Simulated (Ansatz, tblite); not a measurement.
Cost and result up the ladder for cyclic bis(sulfonyl)imide, `O=S1(=O)[N-]S(=O)(=O)C(F)(F)C(F)(F)C1(F)F` (16 atoms). The state is a singlet with charge -1. Geometry: r2SCAN-D4/def2-SVP.

Cartesian coordinates in Å:
```
O -2.692 -0.113 -1.574
S -1.754 -0.434 -0.497
O -2.269 -0.824 0.819
N -0.564 -1.340 -1.114
S 0.705 -1.726 -0.187
O 1.690 -2.416 -1.022
O 0.413 -2.233 1.157
C 1.450 -0.027 0.122
F 2.463 -0.133 1.009
F 1.949 0.452 -1.036
C 0.439 0.997 0.676
F 0.095 0.643 1.926
F 1.066 2.207 0.743
C -0.840 1.177 -0.167
F -1.654 2.031 0.490
F -0.498 1.738 -1.344
```

Ansatz on 6 threads of Intel Xeon 6975P-C on a shared host; xTB runs through tblite on one thread. Times are rough, summed over both states, and most runs start from the orbitals of an earlier one. PBE0-D4/def2-SVP serves as the yardstick here, not as an exact answer. The other state is a doublet.

The xTB rows come from tblite.

Raw xTB energies of ions are shifted by several eV.

| level | functions | vertical IE (eV) | difference from PBE0-D4/def2-SVP (eV) |
| --- | --- | --- | --- |
| GFN1-xTB | 74 | 11.94 | 5.88 |
| PBE0-D4/def2-SVP (with forces) | 232 | 6.05 | 0.00 |
| GFN2-xTB | 74 | 11.29 | 5.24 |
| PBE-D4/def2-SVP | 232 | 5.26 | -0.79 |

(1) Estimate how long each takes.

## Answers

(1) GFN2-xTB 0.052 s; GFN1-xTB 0.054 s; PBE-D4/def2-SVP 7.8 s; PBE0-D4/def2-SVP (with forces) 14 s. On shared hardware such times vary by a factor of up to 3.
